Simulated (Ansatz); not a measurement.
`[F][Ge]([F])([Cl])[Br]` + `C/N=C/Cl` → `[F][Ge]([F])([Cl])[Cl]` + `C/N=C\Br`  (formal exchange of groups at a Ge–Br bond)

Computed with Ansatz on PBE0-D4/def2-TZVP structures; ΔE is electronic, products minus reactants. CCSD(T)/CBS adds triple-zeta CCSD(T) − MP2 to the extrapolated MP2 energy (def2 sets, frozen cores). Double bonds are as drawn, so ΔE can hold a change between cis and trans. For Br, Ge outer-core shells are correlated without core-valence functions, which leaves a few kJ/mol of doubt a bond. Scalar relativity is left out up to krypton.

```json
{"species": "`[F][Ge]([F])([Cl])[Br]`", "HF/def2-QZVPP energy (Eh)": "-5306.55534"}
{"species": "`C/N=C/Cl`", "HF/def2-QZVPP energy (Eh)": "-592.06953"}
{"species": "`[F][Ge]([F])([Cl])[Cl]`", "HF/def2-QZVPP energy (Eh)": "-3193.61491"}
{"species": "`C/N=C\\Br`", "HF/def2-QZVPP energy (Eh)": "-2705.00997"}
```

Question: Work out ΔE.

Answer: ΔE = (-3193.61491) + (-2705.00997) − (-5306.55534) − (-592.06953) = -0.00001 Eh = 0.0 kcal/mol. CCSD(T)/CBS gives -2.3 kcal/mol.

Largest T1 diagnostic among the species: 0.012.

In def2-TZVPP, CCSD(T) changes the Hartree–Fock value by −2.6 kcal/mol (the triples alone add −0.6 kcal/mol) and MP2 by −2.9 kcal/mol. From PBE to PBE0 (25 % exact exchange), in def2-TZVPP and without D4, ΔE moves by +1.0 kcal/mol.
